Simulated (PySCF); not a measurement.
Cl²⁺: excitation energy

Cl²⁺ [Ne] 3s2 3p3 (4S) → Cl²⁺ [Ne] 3s2 3p2 4s1 (4P), as a difference of total energies. Calculation: PySCF 2.14, in dyall-av3z (19s12p3d2f, 84 functions); the spin-free X2C one-electron Hamiltonian (Gaussian nucleus). Correlated levels: valence: [Ne] frozen; virtual orbitals above 40 to 60 times the deepest correlated orbital energy dropped. The calculations carry no spin-orbit coupling.

```tsv
method	excitation energy (eV)
UHF	21.562
MP2 (valence)	21.692
SCS-MP2 (valence)	21.617
CCSD (valence)	21.634
CCSD(T) (valence)	21.611
```

How much does correlation contribute at CCSD(T) (valence)?

21.611 − (21.562) = 0.049 eV, measured against UHF.

A first-order spin-orbit estimate (lowest level to lowest level, LS coupling) adds -0.082 eV.

The promoted electron is Rydberg-like, and one or two diffuse shells describe it only roughly, which tends to raise the upper state.

The coupled-cluster amplitudes are large for the upper state (T1 above 0.03 or a double amplitude above 0.15), so a single reference is strained.
